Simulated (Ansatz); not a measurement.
Consider the atomization: `C[Si]1(N)BB1` → 2 B• + C• + 7 H• + N• + Si•.

Calculated with Ansatz (gas phase, PBE0-D4/def2-TZVP geometries, no zero-point term in ΔE). CCSD(T)/CBS is the MP2 limit (def2-TZVPP, def2-QZVPP) plus CCSD(T) − MP2 in def2-TZVPP, frozen cores. This one scheme is used for every species, atoms too. Functionals use def2-TZVPP. B3LYP here is the variant with VWN-RPA as its local correlation; programs differ in this. No spin–orbit coupling; open shells (•) take unrestricted orbitals. Spin–orbit coupling would lower the free atoms: a little for B, C, Si. One conformer a species, not always the lowest.

`C[Si]1(N)BB1`:

```xyz
12

C    -0.926   -1.319    0.324
Si    0.120    0.184   -0.045
N    -0.012    1.152    1.342
B     1.075   -0.221   -1.859
B     1.162    1.182   -1.432
H    -1.959   -1.010    0.508
H    -0.556   -1.818    1.224
H    -0.918   -2.029   -0.500
H     0.440    2.045    1.437
H    -0.583    0.903    2.132
H     0.779   -1.332   -2.130
H     1.375    2.264   -1.001
```

```tsv
level	ΔE (kJ/mol)
CAM-B3LYP-D4	4293.9
B3LYP	4250.2
BHLYP	4146.2
SCS-MP2/def2-QZVPP	4270.1
```

Task: What does CCSD(T)/CBS give? (Estimate.)

Result: Ansatz gave: +4259.8 kJ/mol. The listed levels differ from it by 34.1, -9.6, -113.6, 10.3 kJ/mol.

Largest T1 diagnostic among the species: 0.014.

The D4 term adds +39.7 kJ/mol with B3LYP and +20.8 kJ/mol with PBE0; it sums over pairs of atoms, weighted by their polarisabilities, and B3LYP, whose exchange is more repulsive, gets the larger term. From PBE to PBE0 (25 % exact exchange), in def2-TZVPP and without D4, ΔE moves by −64.4 kJ/mol: exact exchange takes away binding that semilocal exchange gives to molecules.

For atomizations the MP2-based limit and the directly extrapolated one differ by several kJ/mol either way, and by 10 to 25 for some Ge, Se and Sn compounds, so smaller differences from it don't rank the levels.
